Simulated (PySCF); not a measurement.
Compound: C5H4F2.
Numbering: `[CH3:1][C:2]#[C:3]/[C:4]([F:5])=[CH:6]\[F:7]` (hydrogens: H8, H9, H10 on C1; H11 on C6)

The same species was optimised twice, with GFN2-xTB and with PBE0-D3(BJ)/def2-SVP (PySCF), and the same property calculations (PySCF, gas phase) were run on both structures.

| coordinate | GFN2-xTB | PBE0-D3(BJ)/def2-SVP | change |
| --- | --- | --- | --- |
| C6–F7 (Å) | 1.338 | 1.323 | -0.015 |
| C4–F5 (Å) | 1.353 | 1.339 | -0.014 |
| C2≡C3 (Å) | 1.204 | 1.215 | +0.011 |
| C1–C2 (Å) | 1.439 | 1.449 | +0.010 |
| C3–C4 (Å) | 1.408 | 1.416 | +0.008 |
| C4=C6 (Å) | 1.333 | 1.341 | +0.008 |
| C2–C3–C4 (°) | 178.3 | 179.6 | +1.3 |
| C1–C2–C3 (°) | 178.7 | 179.9 | +1.2 |
| C3–C4–C6 (°) | 126.7 | 125.7 | -1.0 |
| C3–C4–F5 (°) | 116.1 | 116.6 | +0.5 |
| F5–C4–C6 (°) | 117.3 | 117.7 | +0.4 |
| C4–C6–F7 (°) | 121.5 | 121.5 | 0.0 |

Rotational constants: A = 3977, B = 1548, C = 1122 MHz (GFN2-xTB) against A = 3991, B = 1538, C = 1118 MHz (PBE0-D3(BJ)/def2-SVP).

On the GFN2-xTB structure: lowest singlet, TDDFT (eV) 5.50 [wB97X-D/def2-SVPD]; lowest triplet, Tamm–Dancoff (eV) 3.48 [wB97X-D/def2-SVPD]; isotropic polarisability (au) 65.2 [wB97X-D/def2-SVPD]; HOMO (eV) -8.72 [wB97X-D/def2-SVPD]; LUMO (eV) 0.90 [wB97X-D/def2-SVPD]; dipole (D) 1.60 [wB97X-D/def2-SVPD]; HOMO (eV) -6.86 [PBE0/pcSseg-1]; LUMO (eV) -0.74 [PBE0/pcSseg-1]; dipole (D) 1.60 [PBE0/pcSseg-1]; GIAO shielding of C1 (ppm) 181.1 [PBE0/pcSseg-1]; GIAO shielding of C2 (ppm) 74.7 [PBE0/pcSseg-1]; GIAO shielding of C3 (ppm) 113.9 [PBE0/pcSseg-1]; GIAO shielding of C4 (ppm) 39.1 [PBE0/pcSseg-1]; GIAO shielding of F5 (ppm) 338.9 [PBE0/pcSseg-1]; GIAO shielding of C6 (ppm) 27.2 [PBE0/pcSseg-1]; GIAO shielding of F7 (ppm) 344.8 [PBE0/pcSseg-1].

Question: What do these properties become on the PBE0-D3(BJ)/def2-SVP structure?

Answer: 
```tsv
property	level	on GFN2-xTB	on PBE0-D3(BJ)/def2-SVP	change
lowest singlet, TDDFT (eV)	wB97X-D/def2-SVPD	5.50	5.44	-0.06
lowest triplet, Tamm–Dancoff (eV)	wB97X-D/def2-SVPD	3.48	3.41	-0.07
isotropic polarisability (au)	wB97X-D/def2-SVPD	65.2	66.1	+0.9
HOMO (eV)	wB97X-D/def2-SVPD	-8.72	-8.65	+0.07
LUMO (eV)	wB97X-D/def2-SVPD	0.90	0.89	-0.01
dipole (D)	wB97X-D/def2-SVPD	1.60	1.51	-0.09
energy, GFN2-xTB geometry as zero (kcal/mol)	wB97X-D/def2-SVPD	0.0	-0.5	-0.5
HOMO (eV)	PBE0/pcSseg-1	-6.86	-6.79	+0.07
LUMO (eV)	PBE0/pcSseg-1	-0.74	-0.75	-0.01
dipole (D)	PBE0/pcSseg-1	1.60	1.51	-0.09
energy, GFN2-xTB geometry as zero (kcal/mol)	PBE0/pcSseg-1	0.0	0.0	0.0
GIAO shielding of C1 (ppm)	PBE0/pcSseg-1	181.1	178.6	-2.5
GIAO shielding of C2 (ppm)	PBE0/pcSseg-1	74.7	74.5	-0.2
GIAO shielding of C3 (ppm)	PBE0/pcSseg-1	113.9	112.6	-1.3
GIAO shielding of C4 (ppm)	PBE0/pcSseg-1	39.1	39.2	+0.1
GIAO shielding of F5 (ppm)	PBE0/pcSseg-1	338.9	343.6	+4.7
GIAO shielding of C6 (ppm)	PBE0/pcSseg-1	27.2	27.3	+0.1
GIAO shielding of F7 (ppm)	PBE0/pcSseg-1	344.8	345.5	+0.7
```

The heavy atoms differ by 0.018 Å rms after alignment. Among bonds between heavy atoms C4–F5 and C6–F7 change most and about equally (-0.015 to -0.014 Å). Changes are differences of the printed values. Neither structure is proved a minimum here.

wB97X-D is run here without its empirical dispersion term; that term would change no orbital, density or response property at a fixed geometry.
